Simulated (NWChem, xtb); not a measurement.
## How methods differ on SiHBrO (SMILES O[Si]Br)

SiHBrO: 4 atoms, total charge 0, spin state singlet. SMILES: `O[Si]Br`. The shape is that of a PBE0-D4/def2-TZVP optimisation.

```xyz
4

O    -0.8852    0.4651   -0.4545
Si   -0.5905   -0.7996    0.5398
Br    1.6926   -0.7252    0.6916
H    -0.1614    0.9994   -0.7972
```

Each level gives the vertical ionisation energy (to the doublet cation) (eV). The values are calculated.

```tsv
level	kind	program	value (eV)	CPU time (all runs)
GFN2-xTB	semi-empirical	xtb	13.99	under 2 s
GFN1-xTB	semi-empirical	xtb	13.75	under 2 s
MP2/SBKJC-VDZ (core potential)	perturbation theory	NWChem	9.56	2.2 s
MP2/LANL2DZ (core potential)	perturbation theory	NWChem	9.49	2.3 s
MP2/DGauss-DZVP	perturbation theory	NWChem	9.66	31 s
MP2/MIDI!	perturbation theory	NWChem	9.33	10 s
MP2/jorge-DZP	perturbation theory	NWChem	9.46	45 s
```

All-electron rows without a relativistic Hamiltonian named are non-relativistic, while core potentials hold scalar relativity, so basis and relativity change together. Spin-orbit coupling, which can split open shells on such heavy atoms by tenths of an eV, is left out. The values span 9.33 to 13.99 eV. The xTB values lack the empirical shift that such differences need. In the correlated wave-function rows the outer d shell of Br is correlated, in sets not made for it. Times are those of the runs behind each value, whatever else they computed, on shared processors of several kinds: orders of magnitude only.
